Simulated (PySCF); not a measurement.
Si(F)2(Cl)(Me) (CH3ClF2Si), SMILES C[Si](F)(F)Cl. Atoms are numbered in the order given.

```xyz
8

C     -1.5042    -1.2647     0.0000
Si     0.0712    -0.3222     0.0000
F      0.9645    -0.6866     1.2874
F      0.9645    -0.6866    -1.2874
Cl    -0.2255     1.6965     0.0000
H     -2.0985    -1.0187     0.8922
H     -2.0985    -1.0187    -0.8922
H     -1.3017    -2.3464     0.0000
```

Geometry optimised at PBE0-D3(BJ)/def2-SVP.

Calculation: PBE/pcSseg-1 run with PySCF.

GIAO shieldings, no solvent; atoms alike by connectivity are averaged. δ = σ(ref) − σ: ¹³C against TMS (σ = 182.0 ppm); ²⁹Si against TMS (σ = 335.4 ppm); ¹⁹F against CFCl3 (σ = 133.6 ppm); ³⁵Cl against HCl (σ = 936.5 ppm); ¹H against TMS (σ = 31.49 ppm), references at their B3LYP-D3(BJ)/def2-TZVP geometries, non-relativistic (without spin–orbit terms, shifts of atoms bonded to Cl or Br come out too high).

```tsv
nucleus	atoms	count	δ (ppm)
¹³C	C1	1	0.7
²⁹Si	Si2	1	-7.2
¹⁹F	F3, F4	2	-143.9
³⁵Cl	Cl5	1	88.5
¹H	H6, H7, H8	3	0.79
```
